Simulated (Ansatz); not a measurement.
BH6NSeSi, relaxed with RKS PBE0-D4/def2-TZVP in Ansatz 0.2.0 from a PBE-D4/def2-SVP geometry. The force threshold is 0.005 eV/Å; the program also tests the step.

Total charge 0; spin multiplicity 1. The bonds changed during the relaxation, so this is another structure than the one it started from.

Start:

```xyz
10

B     1.340    0.374   -0.566
Si   -0.149    0.026    0.654
N    -1.644    0.871    0.678
Se    0.371   -1.380   -1.414
H     1.115    1.268   -1.367
H     2.486    0.143   -0.234
H    -0.240   -1.035    1.714
H    -2.511    0.461    1.031
H    -1.808    1.677    0.073
H     1.040   -2.405   -0.570
```

Problem. By how much does the energy fall, and how many steps does the optimiser take? (An estimate is asked.)

Solution. The calculation gave: 5.07 kJ/mol, in 7 steps, 1 of them rejected.

Problem. Which bonds change most? (Best estimate.)

Solution. The calculation gave: Si2–Se4 from 2.554 to 2.477 Å; Si2–N3 from 1.718 to 1.693 Å; B1–H6 from 1.215 to 1.194 Å; B1–H5 from 1.222 to 1.200 Å.

Problem. Give the relaxed structure. (Best estimate.)

Solution. Ansatz gave: 
```xyz
10

B     1.333    0.401   -0.538
Si   -0.152    0.006    0.640
N    -1.624    0.843    0.649
Se    0.323   -1.359   -1.372
H     1.107    1.267   -1.339
H     2.460    0.137   -0.247
H    -0.204   -1.015    1.714
H    -2.483    0.449    0.993
H    -1.770    1.651    0.068
H     1.011   -2.379   -0.568
```
